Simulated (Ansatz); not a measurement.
All numbers were calculated with Ansatz.

Basis-set series for `[F][Ga]1[CH2]B[O]1`. The species carries charge 0 and has multiplicity 1. Geometry: relaxed with PBE0-D4/def2-TZVP.

```csv
functional,basis,functions,energy (Eh),HOMO (eV),LUMO (eV)
PBE0-D4,def2-TZVPP,214,-2164.37102,-8.29,-1.31
PBE0-D4,def2-QZVPP,407,-2164.42797,-8.31,-1.39
ωB97M-V,def2-TZVPP,214,-2164.70252,-10.57,0.44
ωB97M-V,def2-QZVPP,407,-2164.75698,-10.60,0.22
```

Give the rows for def2-SVP. (An estimate is asked.)

The calculation gave: 
```
functional     basis  functions  energy (Eh)  HOMO (eV)  LUMO (eV)
   PBE0-D4  def2-SVP        103  -2163.83757      -8.22      -1.23
   ωB97M-V  def2-SVP        103  -2164.16262     -10.48       0.60
```

Positive LUMOs are unbound and depend on the basis. Scalar relativity is left out up to krypton.
